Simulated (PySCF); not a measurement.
CH₆OSi₂.
SMILES with atom numbers: `[O:1]=[CH:2][SiH2:3][SiH3:4]` (hydrogens: H5 on C2; H6, H7 on Si3; H8, H9, H10 on Si4)

Computed, not measured: PBE0-D3(BJ)/def2-SVP geometry optimisation, gas phase in PySCF 2.14.0.

Q: List the bond lengths, angles and torsions at this level.

A: 
| bond | length (Å) | order |
| --- | --- | --- |
| O1=C2 | 1.206 | double |
| C2–Si3 | 1.939 | single |
| Si3–Si4 | 2.341 | single |
| C2–H5 | 1.126 | single |
| Si3–H6, Si3–H7 | 1.498 | single |
| Si4–H8, Si4–H9, Si4–H10 | 1.494 | single |

Bonds in one row agree within 0.01 Å and their mean is given. Orders are formal, as drawn. A selection of angles:
| angle | degrees |
| --- | --- |
| O1–C2–Si3 | 120.7 |
| O1–C2–H5 | 119.8 |
| Si3–C2–H5 | 119.6 |
| C2–Si3–Si4 | 104.5 |
| C2–Si3–H6 | 108.5 |
| C2–Si3–H7 | 108.7 |
| Si4–Si3–H6 | 113.6 |
| H6–Si3–H7 | 107.7 |
| Si3–Si4–H8 | 109.4 |
| H8–Si4–H9 | 109.9 |

Torsions: O1–C2–Si3–Si4 1° (synperiplanar).

Si3 (SiH2 silicon) is distorted tetrahedral (angles from 104.5° to 113.6°). Si4 (SiH3 silicon) is tetrahedral (angles from 109.0° to 110.2°). The 4 heavy atoms lie in one plane (0.007 Å rms).

Whether it is a minimum is left open (no frequencies). The numbers are those of one conformer.
